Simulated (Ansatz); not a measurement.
Se-C bond lengths (Å) of neutral closed-shell molecules, written as SMILES: in each the longest such bond at B3LYP-D3(BJ)/def2-TZVP (Ansatz, a first-principles code), beside the same bond after optimisation at MP2/6-31G* with LANL2DZ past Ar (Ansatz) from that structure, whose symmetry is kept, so that a structure may be a saddle point there. 6-31G* holds six Cartesian d functions. LANL2DZ carries core potentials. B3LYP-D3(BJ)/def2-TZVP serves to compare with and is no measurement.

The rows were drawn at random among computed neutral closed-shell members with both values; the withheld row is one of them. Species whose geometry shows other bonds than their SMILES are left out. Runs that failed or changed their bonding are left out, and none for the size of its difference.

```json
[
 {"species": "C(CC)([SeH])[SeH] [propane-1,1-diselenol]", "MP2/6-31G* with LANL2DZ past Ar (Ansatz) (x)": "2.000", "B3LYP-D3(BJ)/def2-TZVP (y)": "1.989"},
 {"species": "[Se](C)CC=C", "MP2/6-31G* with LANL2DZ past Ar (Ansatz) (x)": "1.995", "B3LYP-D3(BJ)/def2-TZVP (y)": "1.989"},
 {"species": "CC(C)C[SeH] [2-methylpropane-1-selenol]", "MP2/6-31G* with LANL2DZ past Ar (Ansatz) (x)": "1.998", "B3LYP-D3(BJ)/def2-TZVP (y)": "1.988"},
 {"species": "C=C[Se]C(C)C [2-ethenylselanylpropane]", "MP2/6-31G* with LANL2DZ past Ar (Ansatz) (x)": "1.999", "B3LYP-D3(BJ)/def2-TZVP (y)": "1.991"},
 {"species": "[Se]=C=[Se]", "MP2/6-31G* with LANL2DZ past Ar (Ansatz) (x)": "1.713", "B3LYP-D3(BJ)/def2-TZVP (y)": "1.696"},
 {"species": "C=C(C[SeH])C [2-methylprop-2-ene-1-selenol]", "MP2/6-31G* with LANL2DZ past Ar (Ansatz) (x)": "2.003", "B3LYP-D3(BJ)/def2-TZVP (y)": "1.997"}
]
```

Problem. Fit y = a + b·x by least squares, and use it for C(CCC)[Se]C [1-methylselanylbutane], where MP2/6-31G* with LANL2DZ past Ar (Ansatz) gives 1.984 Å.

Solution. Means: x 1.95133, y 1.94167. Sums about the means: Sxx 0.068197, Sxy 0.070294. Slope b = Sxy/Sxx = 1.031, intercept a = mean y - b·mean x = -0.0702; the rows scatter about the line by 0.0019 (root mean square), r² = 1.00. A constant shift would give 1.974 Å. Prediction for C(CCC)[Se]C [1-methylselanylbutane]: 1.975 Å. The length at B3LYP-D3(BJ)/def2-TZVP is 1.973 Å, so the fit misses by +0.002 Å, against +0.011 Å without it. The fit is meant for species like these alone.
